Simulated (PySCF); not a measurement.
C4H7BO.
Atom-mapped SMILES: `[BH2:1][C:2](=[CH2:3])[O:4][CH:5]=[CH2:6]` (hydrogens: H7, H8 on B1; H9, H10 on C3; H11 on C5; H12, H13 on C6)

Computed, not measured: PySCF, PBE0-D3(BJ)/def2-SVP geometry optimisation, gas phase.

Question: What internal coordinates does the optimisation give?

Answer: 
```json
{"bond": "B1–C2", "length (pm)": "154.5", "order": "single"}
{"bond": "C2=C3", "length (pm)": "135.2", "order": "double"}
{"bond": "C2–O4", "length (pm)": "136.6", "order": "single"}
{"bond": "O4–C5", "length (pm)": "135.3", "order": "single"}
{"bond": "C5=C6", "length (pm)": "133.2", "order": "double"}
{"bond": "B1–H7, B1–H8", "length (pm)": "120.6", "order": "single"}
{"bond": "C3–H9", "length (pm)": "109.0", "order": "single"}
{"bond": "C3–H10", "length (pm)": "109.5", "order": "single"}
{"bond": "C5–H11", "length (pm)": "109.6", "order": "single"}
{"bond": "C6–H12", "length (pm)": "109.0", "order": "single"}
{"bond": "C6–H13", "length (pm)": "109.2", "order": "single"}
```

Bonds in one row agree within 1 pm and their mean is given. Orders are formal, as drawn. A selection of angles:
```json
{"angle": "C2–B1–H7", "degrees": "117.4"}
{"angle": "C2–B1–H8", "degrees": "122.8"}
{"angle": "H7–B1–H8", "degrees": "119.7"}
{"angle": "B1–C2–C3", "degrees": "118.1"}
{"angle": "B1–C2–O4", "degrees": "124.7"}
{"angle": "C3–C2–O4", "degrees": "116.6"}
{"angle": "C2–C3–H9", "degrees": "119.7"}
{"angle": "C2–C3–H10", "degrees": "121.4"}
{"angle": "H9–C3–H10", "degrees": "118.9"}
{"angle": "C2–O4–C5", "degrees": "120.4"}
{"angle": "O4–C5–C6", "degrees": "121.8"}
{"angle": "O4–C5–H11", "degrees": "115.6"}
{"angle": "C6–C5–H11", "degrees": "122.5"}
{"angle": "C5–C6–H12", "degrees": "119.6"}
{"angle": "C5–C6–H13", "degrees": "121.1"}
{"angle": "H12–C6–H13", "degrees": "119.2"}
```

Dihedral angles: B1–C2–O4–C5 26° (synperiplanar); C2–O4–C5–C6 -171° (antiperiplanar). The mirror-image conformer, all signs reversed, is as good.

B1 (three-coordinate boron) is planar (angles 122.8°, 119.7° and 117.4°, sum 360.0°, 0.02 Å off the plane of its three neighbours). The C–C distances run from 1.332 Å (C5=C6, drawn double) to 1.352 Å (C2=C3, drawn double), a spread of 0.020 Å. Of the pairs four or more bonds apart, H8···H11 is among the closest relative to their van der Waals radii: 2.30 Å, 96 % of the sum of Bondi's values. O4 (ether oxygen) is bent (angle 120.4°).

Point group: C1 (no symmetry element, even within 0.4 Å). No PBE0-D3(BJ)/def2-SVP frequencies stand behind this structure, so it isn't proved a minimum. The numbers are those of one conformer.
